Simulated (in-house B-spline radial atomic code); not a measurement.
A fraction x of an electron is moved 5s → 5d in Ba, starting from [Xe] 6s2 and keeping the highest spin. All numbers are computed (scalar-relativistic (X2C) r2SCAN, spin-polarised, spherical fractional occupations; Fermi nucleus of rms radius 4.8378 fm) with a radial B-spline atomic code at the basis-set limit, not measured.

```tsv
x	E(x) - E(0) (eV)	5s down level (eV)	5d up level (eV)
0	0.0000	-34.763	-
0.125	4.1160	-35.042	-2.078
0.25	8.2396	-35.293	-2.284
0.375	12.3675	-35.520	-2.486
0.5	?	?	?
0.625	20.6276	-35.912	-2.875
0.75	24.7561	-36.077	-3.061
0.875	?	?	?
1	33.0009	-	-3.420
```

(1) What belongs in the row x = 0.5?

(2) What belongs in the row x = 0.875?

(3) Check Janak's theorem between x = 0.125 and 0.25.

## Answers

(1) An energy change of 16.4975 eV; 5s down at -35.726 eV, 5d up at -2.683 eV.

(2) An energy change of 28.8811 eV; 5s down at -36.224 eV, 5d up at -3.242 eV.

(3) The slope of the energy is 32.99 eV; the orbital levels give 32.99 eV (ε of the receiving orbital less ε of the emptying one, averaged over the two points).
